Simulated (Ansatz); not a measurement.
Cartesian coordinates in Å:
```
C -1.7519 1.0191 1.2221
O -0.4274 0.6794 1.5702
Si 0.7117 0.2216 0.5042
O 1.2125 1.4047 -0.4993
O 1.9903 -0.2781 1.3784
O 0.0876 -0.9243 -0.4560
Si 0.2026 -1.5526 -1.9657
H -1.7787 1.9104 0.5870
H -2.3017 1.2289 2.1407
H -2.2462 0.1969 0.6955
H 1.8235 2.0501 -0.1419
H 1.8001 -0.6924 2.2210
H -0.3704 -2.9211 -1.9293
H 1.6200 -1.6205 -2.4044
H -0.5721 -0.7220 -2.9227
```

The species carries charge 0 and has multiplicity 1.

Problem. List the PBE0/def2-TZVPP orbital energies in eV (Ansatz). (An estimate is asked.)

Solution. Ansatz gave: Occupied: -1803.90, -1802.99, -522.74, -522.73, -522.68, -522.66, -279.44, -145.96, -145.24, -100.65, -100.64, -100.64, -99.94, -99.88, -99.88, -29.09, -28.19, -28.00, -27.72, -19.37, -16.62, -15.30, -14.77, -14.08, -12.94, -12.77, -12.51, -11.26, -11.14, -10.83, -10.54, -9.89, -9.68, -9.13, -9.05, -8.77, -8.42. Lowest empty: 0.17, 1.12, 1.55, 1.71, 1.91, 2.05, 2.22, 2.88.
